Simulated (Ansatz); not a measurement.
Cost and result for the atomization energy of CH₄BFO (`CB(O)F`) (8 atoms, 7 bonds).

Z-matrix (Å, degrees):
```
C
B 1 1.558
H 1 1.094 2 110.2
H 1 1.090 2 112.6 3 121.6
H 1 1.094 2 110.2 3 -116.8
O 2 1.353 1 122.1 3 -121.7
F 2 1.343 1 119.9 3 58.3
H 6 0.962 2 112.8 1 -180.0
```

Total charge 0; spin multiplicity 1. The geometry is a stationary point of PBE0-D4/def2-TZVP. It is one conformer, not always the lowest. Program: Ansatz. All runs use 2 threads of a server CPU on a shared host. Times are those of one run each, without the atoms' runs, and a repeat can differ threefold. Electronic energies, without spin–orbit coupling; frozen cores. CCSD(T)/CBS adds CCSD(T) − MP2 in def2-TZVPP to the MP2 limit, and its time is that of the two runs behind it. T1 = 0.012. B3LYP takes the VWN-RPA correlation (the form of Gaussian; ORCA's B3LYP/G).

CCSD(T)/CBS is a level of theory with its own doubt, some kJ/mol a heavy atom from the limit and from the frozen cores, so smaller differences don't rank the functionals.

```tsv
level	functions	wall time	atomization (kcal/mol)	difference from CCSD(T)/CBS	per bond
revPBE-D4/def2-TZVPP	180	2.7 s	799.7	-5.7	-0.8
BLYP-D4/def2-TZVPP	180	3 s	805.8	0.4	0.1
PBE-D4/def2-TZVPP (with forces)	180	3.4 s	822.1	16.7	2.4
PBE0-D4/def2-TZVPP	180	3.5 s	806.3	0.9	0.1
CCSD(T)/def2-SVP	76	3.7 s	772.5	-32.9	-4.7
B3LYP-D4/def2-TZVPP (with forces)	180	4.6 s	805.6	0.2	0.0
B2PLYP/def2-TZVPP	180	6 s	801.0	-4.4	-0.6
r2SCANh-D4/def2-TZVPP	180	6.5 s	804.8	-0.6	-0.1
ωB97X-V/def2-TZVPP	180	11 s	805.1	-0.3	0.0
ωB97M-V/def2-TZVPP (with forces)	180	14 s	809.1	3.7	0.5
MP2/def2-QZVPP	348	23 s	818.2	12.8	1.8
CCSD(T)/def2-TZVPP	180	81 s	787.3	-18.1	-2.6
CCSD(T)/CBS(def2)	–	100 s	805.4	0.0	0.0
```

In def2-TZVPP, CCSD(T) changes the Hartree–Fock value by +176.2 kcal/mol (the triples alone add +10.3 kcal/mol) and MP2 by +196.5 kcal/mol; breaking electron pairs costs correlation energy, which Hartree–Fock lacks. From r2SCAN to r2SCAN0 (25 % exact exchange), in def2-TZVPP and without D4, the atomization energy moves by −13.7 kcal/mol: exact exchange takes away binding that semilocal exchange gives to molecules. The D4 term adds +3.6 kcal/mol with B3LYP and +1.9 kcal/mol with PBE0; it sums over pairs of atoms, weighted by their polarisabilities, and B3LYP, whose exchange is more repulsive, gets the larger term.
